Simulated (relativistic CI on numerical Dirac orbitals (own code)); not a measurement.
# Hyperfine structure of Ba35+, mass number 135

Calculated at this level of theory: Dirac-Coulomb-Breit CI, orbitals from a KLI potential per configuration, QED by a radiative potential, unscaled Slater integrals (own radial code, finite nucleus).

Configuration list (outside the closed core [Ne]): 3s²3p⁶3d³, 3s²3p⁵3d⁴, 3s3p⁶3d⁴, 3s²3p⁶3d²4s, 3s²3p⁶3d²4p, 3s²3p⁶3d²4d, 3s²3p⁵3d³4s, 3s²3p⁶3d²4f, 3s²3p⁵3d³4p, 3s3p⁶3d³4s, 3p⁶3d⁴4p, 3p⁶3d⁵, 3p⁵3d⁶, 3p⁵3d⁵4s, 3p⁶3d⁴4s, 3p⁵3d⁴4s², 3s²3p⁶3d4s², 3s²3p⁶4s²4p, 3s²3p⁶4s²4d. Double excitations out of closed p, d and f shells are left out; levels of such configurations are missing from the list, as are those of other unlisted configurations, and high levels can miss mixing partners. These lack a partner that the ground configuration has and come out too high: 3s²3p⁵3d³4p.

Nuclear spin I = 3/2, μ = 0.8381 μN, Q = 0.153 b (tables of Stone and Pyykkö). The electronic factors are computed for point nuclear moments, without core polarisation or the Bohr-Weisskopf and QED corrections.

```tsv
Level	E (cm⁻¹)	A (MHz)	B (MHz)
3s²3p⁶3d³ ⁴F3/2	0	20950	-2700
3s²3p⁶3d³ ⁴F5/2	108693	12390	-1570
3s²3p⁶3d³ ⁴F7/2	157634	12580	202
3s²3p⁶3d³ ⁴P1/2	182216	-7423	
3s²3p⁶3d³ ⁴P5/2	276630	6252	3810
3s²3p⁶3d³ ²G7/2	278382	11390	683
3s²3p⁶3d³ ⁴F9/2	294800	10890	1790
3s²3p⁶3d³ ²P1/2	343346	-2125
```

Levels with J = 0, under 50 % of one LS term, or S terms without an open s electron are left out. Small factors come from cancelling terms and can be off by tens of per cent or more.

At this charge energies of transitions that change n are usually good to better than 1 %, and those within a shell (Δn = 0) to a few per cent. Terms inside the open d or f shell come out 10 to 20 % too wide with unscaled integrals.

Problem. Give the hyperfine levels of 3s²3p⁶3d³ ⁴F3/2 relative to its centre of gravity.

Solution. With K = F(F + 1) − I(I + 1) − J(J + 1), E = AK/2 + B[¾K(K + 1) − I(I + 1)J(J + 1)]/[2I(2I − 1)J(2J − 1)]: F = 0: -81930, F = 1: -58280, F = 2: -13690, F = 3: 46460 MHz.

LS names give the leading component of a level, which can be under half, so a name can repeat, a term be missing and a line seem to break the LS rules.
